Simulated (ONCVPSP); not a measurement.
Mn: one change to an ONCV potential, before and after

```json
{"Element": "Mn", "Generator": "ONCVPSP 4.0.1", "Type": "optimised norm-conserving Vanderbilt (ONCV)", "Functional": "PBE", "Relativity": "scalar-relativistic", "Frozen core": "[Ne]", "Valence charge": "15", "Reference configuration": "3s2 3p6 3d5 4s2", "Partial waves": "3s+4s: rc 1.40 bohr, ncon 4, nbas 9, qcut 7.5 1/bohr, 2 projectors; 3p: rc 1.45 bohr, ncon 4, nbas 9, qcut 8 1/bohr, 2 projectors, debl 0.7 Ha; 3d: rc 1.80 bohr, ncon 3, nbas 8, qcut 8.1 1/bohr, 3 projectors, debl 3.7 Ha", "Local potential": "polynomial inside 1.25 bohr (lpopt 3, dvloc0 0 Ha)", "Core correction": "Teter function, fcfact 2.75, rcfact 1.7"}
```

In the p channel the program set the typed energies aside and used -2.006, 0.250 Ha.

All-electron outer shells of the reference configuration (PBE, scalar-relativistic, ld1.x):

| shell | level (eV) | outermost node (bohr) | outermost maximum (bohr) |
| --- | --- | --- | --- |
| 2p | -630.19 | – | 0.19 |
| 3s | -85.88 | 0.34 | 0.74 |
| 3p | -54.59 | 0.31 | 0.75 |
| 3d | -6.77 | – | 0.76 |
| 4s | -5.11 | 1.05 | 2.51 |

Change: s: qcut 10.4; p: qcut 11; d: qcut 11.2.

Cutoffs: the cutoffs (Ha) at which the residual kinetic energy of the hardest occupied pseudo-wave falls to 1 and 0.1 mHa per electron; they do not see the model core or the augmentation charge, which bear on the density cutoff. Errors are all-electron minus pseudo energies relative to the spin-unpolarised reference configuration.

Question: Predict the effect on cutoff, ghosts and configuration errors.

Answer: The potential gets harder (27 Ha and 30 Ha → 38 Ha and 44 Ha); of the 4 tests that both files solve, the error grows in 1 and shrinks in 3 by more than 15 % and 0.3 meV (median size 36.5 → 17.9 meV); neither file shows a bound ghost.

```csv
quantity,base,changed
"cutoff, loose",27 Ha,38 Ha
"cutoff, tight",30 Ha,44 Ha
loose cutoff by channel,"s 20 Ha, p 26 Ha, d 27 Ha","s 32 Ha, p 32 Ha, d 38 Ha"
bound ghosts,none,none
GHOST(+) flags under 300 eV,none,none
"error for 3s2 3p6 3d5 4s1, meV [ΔE 8.42 eV]",+0.9,+0.5
"error for 3s2 3p6 3d5 4s0, meV [ΔE 24.02 eV]",+2.7,+3.4
"error for 3s2 3p6 3d4 4s0, meV [ΔE 56.53 eV]",+70,+32
"error for 3s2 3p6 3d6 4s0, meV [ΔE 6.81 eV]",+98,+44
s: phases at 1.42 bohr within 0.05 rad from the reference energy up to (Ha; the scan ends near 5),to the end of the scan,to the end of the scan
p: phases at 1.47 bohr within 0.05 rad from the reference energy up to (Ha; the scan ends near 5),to the end of the scan,to the end of the scan
d: phases at 1.82 bohr within 0.05 rad from the reference energy up to (Ha; the scan ends near 5),to the end of the scan,to the end of the scan
"rms error of d²Exc/dni dnj with the model core, mHa",2.37,2.01
```
